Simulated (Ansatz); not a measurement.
Two isomers of CH7N3Si: A = `NC1(N)N[SiH2]1`, B = `N/C=N/[SiH2]N`.

Computed with Ansatz on PBE0-D4/def2-TZVP structures; ΔE is electronic, products minus reactants. CBS: MP2 limit from def2 TZ/QZ plus the TZ coupled-cluster correction, frozen cores. DFT in def2-TZVPP. B3LYP here is the variant with VWN-RPA as its local correlation; programs differ in this. One conformer a species, not always the lowest.

A:

```xyz
12

N     1.290   -0.770   -0.319
C     0.211    0.131   -0.032
N     0.611    1.497    0.129
N    -0.733   -0.422    0.983
Si   -1.455   -0.432   -0.594
H     1.923   -0.818    0.477
H     1.827   -0.412   -1.100
H    -0.193    2.110    0.174
H     1.115    1.607    1.007
H    -0.420   -1.276    1.429
H    -1.552   -1.675   -1.390
H    -2.627    0.460   -0.762
```

B:

Z-matrix (Å, degrees):
```
Si
N 1 1.716
N 1 1.722 2 115.8
H 1 1.485 2 106.0 3 -119.8
H 1 1.497 2 107.0 3 121.7
H 2 1.008 1 119.1 3 73.7
H 2 1.008 1 119.7 3 -67.4
C 3 1.267 1 123.3 2 119.6
N 8 1.351 3 123.6 1 -179.2
H 8 1.103 3 124.2 1 0.2
H 9 1.002 8 121.2 3 -174.8
H 9 1.006 8 118.8 3 -4.3
```

**Question.** Which is lower in electronic energy at CCSD(T)/CBS, and by how much? (Best estimate.)

**Answer.** Computed: B, by 56.2 kcal/mol.

**Question.** Give E(B) − E(A) in kcal/mol with B2PLYP, B3LYP-D4, CCSD/def2-TZVPP, PBE0-D4, CCSD(T)/def2-TZVPP, ωB97M-V, HF/def2-TZVPP. (An estimate is asked.)

**Answer.** Computed: B2PLYP -60.1, B3LYP-D4 -59.7, CCSD/def2-TZVPP -57.1, PBE0-D4 -54.0, CCSD(T)/def2-TZVPP -56.2, ωB97M-V -56.1, HF/def2-TZVPP -67.8. None reverses the order clearly.

Largest T1 diagnostic: 0.013.

The D4 term adds +1.3 kcal/mol with B3LYP and +0.6 kcal/mol with PBE0; it sums over pairs of atoms, weighted by their polarisabilities, and B3LYP, whose exchange is more repulsive, gets the larger term. In def2-TZVPP, CCSD(T) changes the Hartree–Fock value by +11.5 kcal/mol (the triples alone add +0.9 kcal/mol) and MP2 by +11.0 kcal/mol.
